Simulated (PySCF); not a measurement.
## Solvent effects on NMR parameters

Molfile (atoms numbered from 1):
```
C6H14N2Si2
     RDKit          3D

 24 24  0  0  0  0  0  0  0  0999 V2000
    1.2348    2.4805   -0.9647 C   0  0  0  0  0  0  0  0  0  0  0  0
    0.8918    0.6920   -0.4864 Si  0  0  1  0  0  4  0  0  0  0  0  0
    2.5791   -0.2786    0.8237 Si  0  0  0  0  0  4  0  0  0  0  0  0
    2.2677   -1.9972    0.8112 N   0  0  0  0  0  0  0  0  0  0  0  0
   -0.7620    0.5581    0.4326 C   0  0  1  0  0  0  0  0  0  0  0  0
   -2.0110    0.6471   -0.4795 C   0  0  0  0  0  0  0  0  0  0  0  0
   -2.0879   -0.8984   -0.4511 C   0  0  2  0  0  0  0  0  0  0  0  0
   -3.3930   -1.5278   -0.3647 C   0  0  0  0  0  0  0  0  0  0  0  0
   -4.4398   -2.0162   -0.2771 N   0  0  0  0  0  0  0  0  0  0  0  0
   -1.1817   -0.8860    0.8045 C   0  0  0  0  0  0  0  0  0  0  0  0
    1.3446    3.1110   -0.0687 H   0  0  0  0  0  0  0  0  0  0  0  0
    0.4064    2.8857   -1.5672 H   0  0  0  0  0  0  0  0  0  0  0  0
    2.1590    2.5639   -1.5557 H   0  0  0  0  0  0  0  0  0  0  0  0
    0.7853   -0.1418   -1.7365 H   0  0  0  0  0  0  0  0  0  0  0  0
    3.9411    0.1456    0.3388 H   0  0  0  0  0  0  0  0  0  0  0  0
    2.4862    0.1721    2.2491 H   0  0  0  0  0  0  0  0  0  0  0  0
    2.7651   -2.5908    1.4675 H   0  0  0  0  0  0  0  0  0  0  0  0
    2.2030   -2.4589   -0.0905 H   0  0  0  0  0  0  0  0  0  0  0  0
   -0.7434    1.2715    1.2726 H   0  0  0  0  0  0  0  0  0  0  0  0
   -1.9162    1.1144   -1.4719 H   0  0  0  0  0  0  0  0  0  0  0  0
   -2.8710    1.0975    0.0382 H   0  0  0  0  0  0  0  0  0  0  0  0
   -1.5506   -1.3272   -1.3118 H   0  0  0  0  0  0  0  0  0  0  0  0
   -1.7824   -0.9148    1.7252 H   0  0  0  0  0  0  0  0  0  0  0  0
   -0.3995   -1.6577    0.8666 H   0  0  0  0  0  0  0  0  0  0  0  0
  1  2  1  0
  2  3  1  0
  3  4  1  0
  2  5  1  0
  5  6  1  0
  6  7  1  0
  7  8  1  0
  8  9  3  0
  7 10  1  0
 10  5  1  0
  1 11  1  0
  1 12  1  0
  1 13  1  0
  2 14  1  6
  3 15  1  0
  3 16  1  0
  4 17  1  0
  4 18  1  0
  5 19  1  1
  6 20  1  0
  6 21  1  0
  7 22  1  6
 10 23  1  0
 10 24  1  0
M  END
```

GIAO PBE0/pcSseg-1 in PySCF 2.14 on one PBE0-D3(BJ)/def2-SVP conformer, non-relativistic, equivalent nuclei averaged. Solvents enter as an IEF-PCM continuum (acetonitrile with ε = 35.7, water with ε = 78.4) around the gas-phase geometry. Shifts are referred to TMS computed in the same medium.

Gas phase, δ in ppm: C8 126.9, C6 32.5, C10 30.4, C7 20.9, C5 17.4, C1 -8.6, Si2 -35.2, Si3 -46.7, H15 5.00, H16 4.74, H14 4.07, H24 2.99, H22 2.81, H21 2.55. Dipole moment 4.74 D.

**Question.** How does each δ change in the continuum?

**Answer.** 
| atoms | environment | Δδ, acetonitrile | Δδ, water |
| --- | --- | --- | --- |
| C8 | nitrile carbon | +6.9 | +7.1 |
| C6 | sp3 CH2 in a ring | +0.5 | +0.5 |
| C10 | sp3 CH2 in a ring | +0.7 | +0.8 |
| C7 | sp3 CH α to a nitrile | +0.3 | +0.3 |
| C5 | sp3 CH bonded to Si | +1.3 | +1.3 |
| C1 | methyl carbon bonded to Si | +0.2 | +0.3 |
| Si2 | silicon bonded to 2 C, Si, H | +0.5 | +0.5 |
| Si3 | silicon bonded to N, Si, 2 H | -0.1 | -0.1 |
| H15 | hydrogen on a silicon bonded to N, Si | -0.15 | -0.16 |
| H16 | hydrogen on a silicon bonded to N, Si | -0.15 | -0.15 |
| H14 | hydrogen on a silicon bonded to 2 C, Si | -0.03 | -0.03 |
| H24 | hydrogen on an sp3 CH2 in a ring | -0.09 | -0.09 |
| H22 | hydrogen on an sp3 CH α to a nitrile | +0.38 | +0.39 |
| H21 | hydrogen on an sp3 CH2 in a ring | +0.12 | +0.13 |

Changes are relative to the gas phase. The dipole moment becomes 5.74 D in acetonitrile, 5.76 D in water.

**Question.** Which of the listed nuclei move most (in ppm), and what does the model miss? (N and O are left out, as their reference compounds move with the solvent too.)

**Answer.** C8 (nitrile carbon, +7.1 ppm) in water. A continuum only polarises the solute; specific hydrogen bonds, the anisotropy of aromatic solvents and changes of geometry or conformer are outside it.
